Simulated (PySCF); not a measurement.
C5H7F, SMILES C=C1CC[C@@H]1F. Atoms are numbered in the order given.

```xyz
13

C      1.7481     0.8038     0.5653
C      0.4714     0.6231     0.2055
C     -0.8830     1.0280     0.7683
C     -1.4453    -0.3022     0.1797
C     -0.1955    -0.3626    -0.7334
F      0.4148    -1.5836    -0.9298
H      2.0264     1.4872     1.3830
H      2.5550     0.2519     0.0580
H     -0.9506     1.1790     1.8638
H     -1.3059     1.9235     0.2654
H     -1.3924    -1.1216     0.9228
H     -2.4419    -0.2936    -0.3023
H     -0.3975     0.0855    -1.7351
```
Charge 0, spin multiplicity 1.

Coordinates come from a PBE-D3(BJ)/def2-SVP optimisation. The structure was generated by enumeration; whether it is a known compound was not checked.

Computed with PBE-D3(BJ)/def2-SVP run with PySCF 2.14.0.

Harmonic, unscaled wavenumbers; measured fundamentals usually lie a few per cent lower.

Computed harmonic wavenumbers and intensities:
```
mode  ν (cm⁻¹)  IR (km/mol)  moving atoms (share of kinetic energy)
----  --------  -----------  --------------------------------------
1          124          1.3                  C 51 %, H 39 %, F 10 %
2          204          1.9                  C 41 %, F 39 %, H 19 %
3          321          1.4                  C 58 %, H 31 %, F 10 %
4          403          3.1                  C 44 %, H 35 %, F 21 %
5          527          6.8                  C 43 %, H 36 %, F 21 %
6          618          5.0                  C 48 %, H 39 %, F 14 %
7          673          1.0                          H 74 %, C 23 %
8          768          1.3                          H 73 %, C 27 %
9          802          2.3                          C 49 %, H 44 %
10         870         25.8                          H 71 %, C 29 %
11         877          6.8                          H 56 %, C 44 %
12         925          1.4                          C 66 %, H 33 %
13         946          6.5                          H 52 %, C 45 %
14        1005          4.1                          C 51 %, H 48 %
15        1072          3.8                          H 52 %, C 47 %
16        1120         65.4                  C 55 %, H 31 %, F 14 %
17        1132         19.9                          H 50 %, C 43 %
18        1167          0.3                          H 64 %, C 36 %
19        1182         10.0                          H 80 %, C 18 %
20        1215          5.9                          H 60 %, C 39 %
21        1232          4.4                          H 52 %, C 47 %
22        1329         29.5                          H 67 %, C 32 %
23        1364          6.4                          H 86 %, C 14 %
24        1389          5.3                           H 92 %, C 8 %
25        1412          9.6                          H 85 %, C 15 %
26        1726         11.0                                  C 95 %
27        2944         33.9                                  H 92 %
28        2986         18.8                                  H 94 %
29        3011         23.0                                  H 95 %
30        3052          7.7                          H 90 %, C 10 %
31        3074          4.4                                  H 95 %
32        3083         16.8                          H 90 %, C 10 %
33        3173          3.5                          H 89 %, C 11 %
```
